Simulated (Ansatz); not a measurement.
CH7NSeSi can be A, `NC[Se][SiH3]`, or B, `NC([SiH3])[SeH]`.

Calculated with Ansatz (gas phase, PBE0-D4/def2-TZVP geometries, no zero-point term in ΔE). CCSD(T)/CBS is the MP2 limit (def2-TZVPP, def2-QZVPP) plus CCSD(T) − MP2 in def2-TZVPP, frozen cores. DFT in def2-TZVPP. B3LYP here is the variant with VWN-RPA as its local correlation; programs differ in this. For Se outer-core shells are correlated without core-valence functions, which leaves a few kJ/mol of doubt a bond. Scalar relativity is left out up to krypton. Each species was taken in one conformer, which may not be the lowest.

A:

```xyz
11

N    -0.846    1.005    0.392
C    -1.350   -0.244   -0.112
Se   -0.091   -1.699    0.310
Si    1.746   -0.449   -0.189
H    -0.863    1.032    1.403
H    -1.373    1.793    0.034
H    -2.312   -0.575    0.295
H    -1.432   -0.185   -1.198
H     1.557    0.250   -1.485
H     2.122    0.520    0.868
H     2.842   -1.447   -0.318
```

B:

Z-matrix (Å, degrees):
```
C
Si 1 1.890
Se 1 1.979 2 110.7
N 1 1.453 2 114.6 3 -119.6
H 1 1.092 2 111.0 3 117.9
H 2 1.486 1 107.9 3 65.1
H 2 1.488 1 112.4 3 -56.1
H 2 1.491 1 108.8 3 -177.1
H 3 1.471 1 96.1 2 31.8
H 4 1.013 1 111.7 2 44.8
H 4 1.012 1 111.1 2 -76.7
```

Q: Which isomer does CCSD(T)/CBS put lower? Give the gap. (Estimate.)

A: Computed: A, by 19.6 kcal/mol.

Q: Give E(B) − E(A) in kcal/mol with B2PLYP, r2SCAN-D4, B3LYP-D4, PBE-D4, PBE0-D4, CCSD(T)/def2-TZVPP, MP2/def2-TZVPP. (An estimate is asked.)

A: Ansatz gave: B2PLYP 19.6, r2SCAN-D4 20.0, B3LYP-D4 19.2, PBE-D4 19.3, PBE0-D4 20.2, CCSD(T)/def2-TZVPP 19.2, MP2/def2-TZVPP 20.1. None reverses the order clearly.

Largest T1 diagnostic: 0.010.

In def2-TZVPP, CCSD(T) changes the Hartree–Fock value by −1.9 kcal/mol (the triples alone add −0.2 kcal/mol) and MP2 by −0.9 kcal/mol. From PBE to PBE0 (25 % exact exchange), in def2-TZVPP and without D4, E(B) − E(A) moves by +0.9 kcal/mol.
